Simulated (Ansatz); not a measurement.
Process, species as SMILES: CC/C=C(\C)CC [(E)-3-methylhex-3-ene] -> [CH2]C/C=C(\C)CC + H atom (the C-H bond at the site shown breaks; other sites are not compared here)
Structures are relaxed separately at B3LYP-D3(BJ)/def2-TZVP in Ansatz (a quantum-chemistry and plane-wave program), one conformer each, not searched for the lowest.
Geometry of the first species:
SMILES: CC/C=C(\C)CC
```xyz
21

C      3.0336     0.7132    -0.1198
C      2.0083    -0.3327     0.3336
C      0.6403     0.2527     0.5124
C     -0.4739    -0.0117    -0.1734
C     -0.5600    -1.0034    -1.3009
C     -1.7636     0.6966     0.1626
C     -2.8607    -0.2339     0.6925
H      4.0340     0.2816    -0.1910
H      3.0775     1.5482     0.5830
H      2.7655     1.1184    -1.0974
H      2.3381    -0.7572     1.2885
H      1.9932    -1.1607    -0.3758
H      0.5729     1.0046     1.2965
H     -1.1620    -1.8718    -1.0193
H      0.4141    -1.3668    -1.6197
H     -1.0512    -0.5505    -2.1672
H     -1.5629     1.4742     0.9025
H     -2.1371     1.2047    -0.7343
H     -3.1463    -0.9841    -0.0464
H     -3.7576     0.3328     0.9494
H     -2.5222    -0.7579     1.5887
```

Wanted: bond dissociation energy (electronic energy difference), in kJ/mol. Correlated levels leave the core frozen unless marked. Open shells are spin-unrestricted. Spin-orbit coupling is left out. No relativistic terms. Basis-set limits of correlation are two-point, X^-3; Hartree-Fock from the larger set. [CCSD(T)-MP2]/basis is that difference in the basis named.

RI-MP2/CBS(cc-pVTZ,cc-pVQZ)+[CCSD(T)-MP2]/cc-pVTZ (Ansatz) gives 459.9 kJ/mol.

Q: Another calculation gave 446.7 kJ/mol. Which level was it?
A. B2GP-PLYP/def2-TZVPD (Ansatz)
B. r2SCAN0/def2-TZVPD (Ansatz)
C. SVWN5/def2-TZVPD (Ansatz)

A: A, B2GP-PLYP/def2-TZVPD (Ansatz). The others give 433.2 (r2SCAN0), 489.0 (SVWN5) kJ/mol.
